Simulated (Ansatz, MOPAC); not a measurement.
Complex: CH3Cl (SMILES CCl) (first 5 atoms) with H2 (SMILES [H][H]); geometry from B3LYP-D3(BJ)/def2-TZVP, rigid monomers moved along the line of their centres of mass till Cl2···H7 is 2.70 Å.
(charge 0, multiplicity 1):
```xyz
7

C     -0.269     1.080    -0.428
Cl    -0.152    -0.703    -0.270
H     -1.200     1.317    -0.935
H     -0.256     1.512     0.569
H      0.581     1.428    -1.007
H     -0.104     0.376     2.950
H     -0.097    -0.080     2.361
```

Monomers are frozen at their geometry in the pair; levels with a basis set take the counterpoise correction.

Frozen-core correlation. CBS: X⁻³ extrapolation of the correlation energy, Hartree–Fock from the larger set. The state that PM3 reach isn't checked.

Programs: Ansatz (an electronic-structure program); MOPAC for PM3 (differences of heats of formation). 

### Question
Predict the interaction energy from PM3.

### Answer
-0.4 kcal/mol
